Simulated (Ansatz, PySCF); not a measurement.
BrH4InN2. Atoms are numbered in the order given.

```xyz
8

In    -0.7019    -0.0358     0.0000
Br     1.8137     0.0105     0.0000
N     -1.5788     0.1604    -1.8324
H     -0.9920    -0.1626    -2.6012
H     -2.5000    -0.2652    -1.9307
N     -1.5788     0.1604     1.8324
H     -2.5000    -0.2652     1.9307
H     -0.9920    -0.1626     2.6012
```

The structure is a stationary point at B3LYP-D3(BJ)/def2-SVP. The def2 effective core potentials stand for the cores of In; spin–orbit coupling is left out. Other conformers were not sampled.

Vertical ionisation energy (IE) and electron affinity (EA) in eV. Rows of orbital energies are one-electron estimates. Where ΔSCF, EOM or ADC give a negative EA the extra electron is unbound and the value depends on the basis.

```
level                                                                       IE    EA
------------------------------------------------------------------------  ----  ----
−ε(HOMO), −ε(LUMO), PBE0/def2-TZVP (PySCF)                                7.37  1.65
−ε(HOMO), −ε(LUMO), PBE/def2-TZVP (PySCF)                                 6.02  2.48
ΔSCF, CAM-B3LYP/def2-SVPD (Ansatz), final states of multiplicity 2 and 2  9.61  0.36
ΔSCF, PBE/def2-SVPD (Ansatz), final states of multiplicity 2 and 2        8.87  0.46
```

Question: What vertical singlet–triplet gap does ΔSCF give with CAM-B3LYP/def2-SVPD (Ansatz, a program for electronic structure) and with PBE/def2-SVPD (Ansatz)? (The exact figures need the calculation; the answer reports its results.)

Answer: 4.17 and 3.45 eV (triplet above singlet where positive).
